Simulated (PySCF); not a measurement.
Cl$_{3}$In, charge -1, doublet, at a GFN2-xTB geometry (such geometries of metal compounds can be far from the true shape) (a state made from the parent by changing its charge; the spin is typed, not shown lowest) (core potentials on In); M062X/def2-SV(P) run with PySCF.

Input for PySCF:
```python
from pyscf import gto, scf, dft

mol = gto.Mole()
mol.atom = '''
    In   -0.085964   -0.391910   -0.261744
    Cl    2.342113    0.175013   -0.188861
    Cl   -0.830550   -0.660276    2.103809
    Cl   -1.263785    1.614885   -1.160510
'''
mol.basis = 'def2-sv(p)'
mol.ecp = {'In': 'def2-sv(p)'}
mol.charge = -1
mol.spin = 1
mol.verbose = 4
mol.build()

mf = dft.UKS(mol)
mf.xc = 'm062x'
mf.grids.atom_grid = (99, 590)
mf.kernel()
```

What the program printed (banner, timings and long lists left out):

```
PySCF version 2.14.0

[INPUT] verbose = 4
[INPUT] num. atoms = 4
[INPUT] num. electrons = 73
[INPUT] charge = -1
[INPUT] spin (= nelec alpha-beta = 2S) = 1
[INPUT] symmetry False subgroup None
[INPUT] Mole.unit = angstrom
[INPUT] Symbol           X                Y                Z      unit          X                Y                Z       unit  Magmom
[INPUT]  1 In    -0.085964000000  -0.391910000000  -0.261744000000 AA   -0.162448416572  -0.740602565478  -0.494624474748 Bohr   0.0
[INPUT]  2 Cl     2.342113000000   0.175013000000  -0.188861000000 AA    4.425952122783   0.330726638239  -0.356895565611 Bohr   0.0
[INPUT]  3 Cl    -0.830550000000  -0.660276000000   2.103809000000 AA   -1.569512032758  -1.247740806623   3.975622828395 Bohr   0.0
[INPUT]  4 Cl    -1.263785000000   1.614885000000  -1.160510000000 AA   -2.388207530333   3.051690372668  -2.193046064819 Bohr   0.0

nuclear repulsion = 341.832248793461
number of shells = 34
number of NR pGTOs = 169
number of NR cGTOs = 80
basis = def2-sv(p)
ecp = {'In': 'def2-sv(p)'}

******** <class 'pyscf.dft.uks.UKS'> ********
method = UKS
initial guess = minao
damping factor = 0
level_shift factor = 0
DIIS = <class 'pyscf.scf.diis.CDIIS'>
diis_start_cycle = 1
diis_space = 8
diis_damp = 0
SCF conv_tol = 1e-09
SCF conv_tol_grad = None
SCF max_cycles = 50
direct_scf = True
direct_scf_tol = 1e-13
number electrons alpha = 37  beta = 36
XC library pyscf.dft.libxc version 7.1.2
    S. Lehtola, C. Steigemann, M. J. T. Oliveira, and M. A. L. Marques,  SoftwareX 7, 1–5 (2018)
XC functionals = m062x
    Y. Zhao and D. G. Truhlar,  Theor. Chem. Acc. 120, 215 (2008)
    Y. Zhao and D. G. Truhlar,  Theor. Chem. Acc. 120, 215 (2008)
radial grids:
    Treutler-Ahlrichs [JCP 102, 346 (1995); DOI:10.1063/1.469408] (M4) radial grids

becke partition: Becke, JCP 88, 2547 (1988); DOI:10.1063/1.454033
pruning grids: <function nwchem_prune>
grids dens level: 3
symmetrized grids: False
atomic radii adjust function: <function treutler_atomic_radii_adjust>
User specified grid scheme (99, 590)
small_rho_cutoff = 0
Set gradient conv threshold to 3.16228e-05
tot grids = 118288
init E= -1548.98575089829

cycle= 1 E= -1569.73442499631  delta_E= -20.7  |g|= 1.16  |ddm|= 8.59
cycle= 2 E= -1570.04209655272  delta_E= -0.308  |g|= 0.954  |ddm|= 3.43
cycle= 3 E= -1570.4318775577  delta_E= -0.39  |g|= 0.0565  |ddm|= 1.15
cycle= 4 E= -1570.43401878298  delta_E= -0.00214  |g|= 0.0271  |ddm|= 0.133
cycle= 5 E= -1570.43452420535  delta_E= -0.000505  |g|= 0.00555  |ddm|= 0.0501
cycle= 6 E= -1570.4345920516  delta_E= -6.78e-05  |g|= 0.00196  |ddm|= 0.0232
cycle= 7 E= -1570.43459981322  delta_E= -7.76e-06  |g|= 0.00053  |ddm|= 0.00932
cycle= 8 E= -1570.43460037126  delta_E= -5.58e-07  |g|= 0.00016  |ddm|= 0.00221
cycle= 9 E= -1570.43460041502  delta_E= -4.38e-08  |g|= 3e-05  |ddm|= 0.000558
cycle= 10 E= -1570.43460041672  delta_E= -1.71e-09  |g|= 5.78e-06  |ddm|= 0.000109
cycle= 11 E= -1570.43460041676  delta_E= -3.32e-11  |g|= 1.75e-06  |ddm|= 1.35e-05
Extra cycle  E= -1570.43460041675  delta_E= 4.55e-13  |g|= 7.63e-07  |ddm|= 4.39e-06
converged SCF energy = -1570.43460041675  <S^2> = 0.7539625  2S+1 = 2.0039586
```
